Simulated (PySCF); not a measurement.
TDDFT excited states: C4H6BN

Compound: C₄H₆BN.
SMILES: `[BH3-][N+]#CCC#C`

Method: TDDFT PBE0/def2-SVPD, vertical, gas phase, core orbitals frozen in the response (PySCF 2.14.0, density-fitted response routines). Geometry: PBE0-D3(BJ)/def2-SVP; no solvent, vibrations or thermal averaging.

Question: What does the calculation give for the low-lying excited states?

Answer: 

| state | E (eV) | ν̃ (cm⁻¹) | f | \|μ\| (D) | main configurations (H = HOMO, L = LUMO) |
| --- | --- | --- | --- | --- | --- |
| S1 | 5.46 | 44070 | 0.0019 | 0.30 | H→L (82%), H-1→L+1 (11%) |
| S2 | 5.67 | 45700 | 0.020 | 0.96 | H-1→L (57%), H→L+1 (38%) |
| S3 | 5.72 | 46140 | 0.0087 | 0.63 | H-1→L+1 (83%), H→L (12%) |
| S4 | 6.40 | 51650 | 0.0002 | 0.08 | H-2→L (72%), H-2→L+4 (19%) |
| S5 | 6.50 | 52440 | 0.454 | 4.29 | H→L+1 (47%), H-1→L (33%) |
| S6 | 6.72 | 54200 | 0.0029 | 0.33 | H→L+2 (93%) |

The lowest singlet comes at 227 nm (527 kJ/mol) in the ultraviolet; it is very weak; its leading configuration is HOMO→LUMO (82%). The most intense listed level is S5 at 6.50 eV (191 nm, f = 0.454), 1.04 eV above S1. Löwdin shares by element: HOMO (one of a set within 0.03 eV) hydrogen 39% or more, boron 37%, nitrogen 10%; LUMO carbon 48% or more, nitrogen 25% (atoms not listed hold the other 27%). Weighted by f, the mean energy of these states is 6.45 eV. The listed states span 1.26 eV, and the widest gap between neighbours is 0.68 eV (S3 to S4). Of the 6 states listed, 2 reach f = 0.01 and 1 stays under 0.0005. Singlets were solved by full linear response.

On AMD EPYC 7R43, one thread, no GPU, on a shared host, this took 23 s (with the writing of density and orbital grids) and 0.75 GiB of memory at its peak.
